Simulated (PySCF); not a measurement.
# Polarisability and C₆ of Co²⁺ (cobalt, charge +2)

[Ar] 3d6 4s1, high-spin 6D determinant (an excited configuration). Computed with PySCF 2.14 in aug-cc-pVQZ (9s8p6d4f3g2h, 140 functions), with the non-relativistic Hamiltonian (point nucleus). Coupled (time-dependent) response in atomic units; α is the mean over directions.

```json
{"method": "UHF", "mean α (bohr³)": "18.62", "α xx, yy, zz": "17.95, 17.95, 19.96", "C₆ (like pair)": "69.92", "S(−4)": "338.5"}
```

S(−4) is the Cauchy moment in α(ω) = α(0) + S(−4) ω² + …

α(iu) at UHF:

```json
{"u (hartree)": "0", "α(iu) (bohr³)": "18.62"}
{"u (hartree)": "0.0500", "α(iu) (bohr³)": "17.81"}
{"u (hartree)": "0.100", "α(iu) (bohr³)": "15.80"}
{"u (hartree)": "0.200", "α(iu) (bohr³)": "11.12"}
{"u (hartree)": "0.300", "α(iu) (bohr³)": "7.757"}
{"u (hartree)": "0.500", "α(iu) (bohr³)": "4.444"}
{"u (hartree)": "0.750", "α(iu) (bohr³)": "2.836"}
{"u (hartree)": "1.00", "α(iu) (bohr³)": "2.095"}
{"u (hartree)": "1.50", "α(iu) (bohr³)": "1.389"}
{"u (hartree)": "2.00", "α(iu) (bohr³)": "1.032"}
{"u (hartree)": "3.00", "α(iu) (bohr³)": "0.6544"}
{"u (hartree)": "5.00", "α(iu) (bohr³)": "0.3376"}
```

A single London oscillator, α(iu) = α/(1 + u²/ω²), gives C₆ = (3/4) ω α². Matching the computed C₆ needs ω = 4 × 69.92 / (3 × 18.62²) = 0.269 hartree.

For an ion, C₆ is the dispersion term alone; charge-induced terms of lower order in 1/R come first.

The components differ because the open shell of this determinant is not spherical; for a pure term their mean is the scalar polarisability.
